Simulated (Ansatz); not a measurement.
Species: C$_{10}$H$_{10}$Si, SMILES `[SiH3]c1ccc2cccc-2cc1` (charge 0, multiplicity 1).

### Question
Give a relaxed geometry from PBE0-D3(BJ)/def2-SVP run with Ansatz (a program for electronic structure).

### Answer
the end point of this relaxation (outside a Z-matrix the atoms follow the SMILES, hydrogens last).
Cartesian coordinates (Å) in one orientation:
```xyz
21

Si     3.619     0.283    -0.046
C      1.737     0.114    -0.021
C      1.207    -1.176    -0.173
C     -0.128    -1.594    -0.197
C     -1.289    -0.842    -0.078
C     -2.604    -1.338    -0.112
C     -3.485    -0.260     0.043
C     -2.761     0.937     0.179
C     -1.393     0.634     0.111
C     -0.345     1.545     0.204
C      1.030     1.317     0.146
H      4.048     1.147    -1.190
H      4.248    -1.065    -0.184
H      4.098     0.928     1.215
H      1.937    -1.983    -0.290
H     -0.282    -2.671    -0.330
H     -2.877    -2.386    -0.239
H     -4.574    -0.337     0.056
H     -3.178     1.934     0.314
H     -0.647     2.589     0.343
H      1.640     2.223     0.248
```
